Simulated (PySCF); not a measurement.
An unknown is described by computed data only.

Formula: C6H5AlCl2.

| Property | Result |
| --- | --- |
| Rotational structure | rotational constants A, B, C: 1.595, 0.602, 0.437 GHz [PBE0-D3(BJ)/def2-SVP] |
| XPS | Cl2p3/2 205.8 (×2), C1s 290.0, C1s 290.5 (×2), C1s 290.5 (×2), C1s 290.6, Al1s 1568.0, Cl1s 2828.4 (×2) eV [ΔSCF SCAN, pcX-2 on the ionised atom, pcseg-1 elsewhere, spin-free X2C, 2p3/2 from a spin–orbit splitting computed afterwards within the 2p shell] |
| 13C NMR | chemical shifts (computed TMS as zero) by class: 145.5 (2 C), 139.4 (1 C), 137.2 (1 C), 134.6 (2 C) ppm [GIAO B3LYP/pcSseg-1 (pcSseg-2 on Al)] |
| NMR, other nuclei | isotropic shieldings of nuclei other than C and H, by class: 372 (1 Al), 921 (2 Cl) ppm [GIAO B3LYP/pcSseg-1 (pcSseg-2 on Al)] |
| Dipole | 2.71 D [wB97X-D/def2-SVPD] |
| UV, strongest line | among the 15 lowest singlet transitions: S6 at 6.68 eV (186 nm, f = 0.497) [TDDFT wB97X-D/def2-SVPD] |

Electronic properties: PySCF, gas phase, density fitting. Levels stand in brackets. Isolated species at its PBE0-D3(BJ)/def2-SVP geometry (one conformer only). NMR values are class means; diastereotopic atoms form classes of their own.

Problem. What is the compound? Reason from the data.

Solution. 6 carbons fall into 4 classes; from least to most shielded: carbon bonded to 2 C and H (145.5 ppm, 2 C), carbon bonded to 2 C and H (139.4 ppm), carbon bonded to Al and 2 C (137.2 ppm), carbon bonded to 2 C and H (134.6 ppm, 2 C). The other shieldings belong to: 372 ppm, aluminium bonded to C and 2 Cl; 921 ppm, chlorine bonded to Al. The core levels belong to: Cl2p3/2 205.8 eV, chlorine bonded to Al; C1s 290.0 eV, carbon bonded to Al and 2 C; C1s 290.5 eV, carbon bonded to 2 C and H; C1s 290.5 eV, carbon bonded to 2 C and H; C1s 290.6 eV, carbon bonded to 2 C and H; Al1s 1568.0 eV, aluminium bonded to C and 2 Cl; Cl1s 2828.4 eV, chlorine bonded to Al. The hole state at 290.0 eV has ⟨S²⟩ = 0.83 against 0.75, so that value is less sure. The hole state at 290.5 eV has ⟨S²⟩ = 0.83 against 0.75, so that value is less sure. The hole state at 290.5 eV has ⟨S²⟩ = 0.83 against 0.75, so that value is less sure. The hole state at 290.6 eV has ⟨S²⟩ = 0.84 against 0.75, so that value is less sure. The optimised geometry has point group C2v and is an asymmetric top. Structure: AlCl2Ph (`[Cl][Al]([c]1ccccc1)[Cl]`). The assignments are read from this structure; whether some other isomer fits the data as well wasn't checked.
